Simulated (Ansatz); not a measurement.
**Ligand exchange: C4H9Cl + C3H8Mg → C4H10 + C3H7ClMg**

Species: C4H9Cl (2-chloro-2-methylpropane) `CC(C)(C)Cl`, singlet; C3H8Mg `C[CH](C)[MgH]`, singlet; C4H10 (isobutane) `CC(C)C`, singlet; C3H7ClMg `C[CH](C)[Mg][Cl]`, singlet. The partners trade Cl for H: C–Cl and Mg–H bonds give way to C–H and Mg–Cl.

Shapes, held fixed at every level: PBE0-D4/def2-TZVP. Programs: Ansatz 0.2.0. The zero-point and thermal change to 298 K, harmonic and unscaled (PBE0-D4/def2-TZVP), is +15.4 kJ/mol.

Task: Estimate ΔH(298 K) of this reaction.

Result: The highest level, CCSD(T)/def2-TZVPP, gives ΔH(298 K) = -230.5 kJ/mol; the levels span -254.6 to -213.4. The column of differences is taken from that level and isn't an error. No measured value is set beside it here. Outer-core shells of Mg are correlated in most correlated rows, in sets that cover them unevenly. Times are processor times on shared x86 and Arm servers, and rough.

```csv
level,kind,ΔH(298 K) (kJ/mol),less CCSD(T)/def2-TZVPP,CPU time (sum over the molecules)
HF/def2-TZVPP,Hartree–Fock,-254.6,-24.1,–
SPW92/def2-TZVPP,LDA,-213.4,+17.1,55 s
PBE-D4/def2-TZVPP,GGA,-222.8,+7.7,84 s
r2SCAN-D4/def2-TZVPP,meta-GGA,-234.7,-4.2,1.8 min
B3LYP-D4/def2-TZVPP,global hybrid,-231.4,-0.9,2 min
B2PLYP/def2-TZVPP,double hybrid,-239.3,-8.8,1.9 min
CCSD/def2-SVP,coupled cluster or CI,-246.5,-16.0,–
CCSD(T)/def2-TZVPP,coupled cluster or CI,-230.5,0.0,41 min
```
